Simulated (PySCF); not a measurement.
Compound: C₄H₆F₂O₂S.
Geometry (GFN2-xTB, Å), atoms numbered from 1 in this order:
```
atom  x, y, z in Å
O1    -0.8022    1.1759    1.9421
S2    -0.6370    1.2476    0.5195
O3    -1.0317    2.4447   -0.1510
C4    -1.3790   -0.2488   -0.2385
C5    -0.1885   -1.0875   -0.6646
C6     0.9841   -0.7159    0.2490
F7     2.1212   -1.3803   -0.1355
C8     1.1316    0.7906    0.1700
F9     1.4531    1.2065   -1.0821
H10   -1.9697   -0.7181    0.5425
H11   -2.0101    0.0607   -1.0639
H12    0.1055   -0.8598   -1.6916
H13   -0.3915   -2.1567   -0.5969
H14    0.7906   -0.9898    1.2936
H15    1.8194    1.2388    0.8856
```

A PySCF run (density fitting, gas phase, GFN2-xTB geometry) gave HOMO -11.97 eV, LUMO 3.79 eV, dipole 4.15 D.

Question: Which of these levels was it?
A. PBE0/pcseg-1
B. HF/6-31++G**
C. HF/def2-SVP

Answer: C. It is HF/def2-SVP. All candidates on this geometry:

```json
{"level and settings": "PBE0/pcseg-1, energy threshold 1e-06 Eh", "kind": "global hybrid", "basis functions": "160", "SCF cycles": "9", "E (Eh)": "-903.4885", "HOMO (eV)": "-8.58", "LUMO (eV)": "0.06", "dipole (D)": "3.61"}
{"level and settings": "HF/6-31++G**", "kind": "Hartree–Fock", "basis functions": "202", "SCF cycles": "11", "E (Eh)": "-901.0009", "HOMO (eV)": "-12.07", "LUMO (eV)": "0.90", "dipole (D)": "4.26"}
{"level and settings": "HF/def2-SVP, start guess vsap, level shift 0.3 Eh", "kind": "Hartree–Fock", "basis functions": "160", "SCF cycles": "12", "E (Eh)": "-900.4557", "HOMO (eV)": "-11.97", "LUMO (eV)": "3.79", "dipole (D)": "4.15"}
```

The nearest other candidate, by the summed differences of HOMO and LUMO, is HF/6-31++G**: its HOMO differs by -0.10 eV and its LUMO by -2.89 eV. All basis functions are spherical, in the Pople sets too.
